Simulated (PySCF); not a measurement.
# From computed data to an observable: chemical shift, span and skew from a shielding tensor

5-ethenylidene-2H-furan (C6H6O), SMILES C1OC(=C=C)C=C1. Atoms are numbered in the order given.

```xyz
13

C      0.0196    -2.9695     0.0000
C      0.0234    -1.6543     0.0000
C     -0.0201    -0.3213     0.0000
C     -1.2028     0.5420     0.0000
C     -0.7903     1.8298     0.0000
C      0.7103     1.8529     0.0000
O      1.1120     0.4774     0.0000
H      0.0210    -3.5583    -0.9385
H      0.0210    -3.5583     0.9385
H     -2.2320     0.1635     0.0000
H     -1.4212     2.7286     0.0000
H      1.1374     2.3641     0.8968
H      1.1374     2.3641    -0.8968
```

Coordinates come from a PBE-D3(BJ)/def2-SVP optimisation. One conformer was computed; it need not be the lowest.

GIAO shieldings from PBE/pcSseg-1 run with PySCF, non-relativistic, no solvent. The symmetric part of the tensor of C2 has the principal values -100.2, -48.3, 26.0 ppm. The same nucleus in TMS has σ = 182.0 ppm at this level (PySCF, at its B3LYP-D3(BJ)/def2-TZVP geometry).

Problem. Work out the isotropic shielding, the ¹³C shift against TMS, the span and the skew.

Solution. 
σ(iso) = (σ11 + σ22 + σ33)/3 = -40.8 ppm. δ = σ(ref) − σ(iso) = 182.0 − (-40.8) = 222.8 ppm.
Span Ω = σ33 − σ11 = 126.2 ppm. Skew κ = 3(σ(iso) − σ22)/Ω = 0.18. Tumbling in solution averages the tensor to δ; in a static solid the shielding alone would spread this spin-1/2 line over Ω.
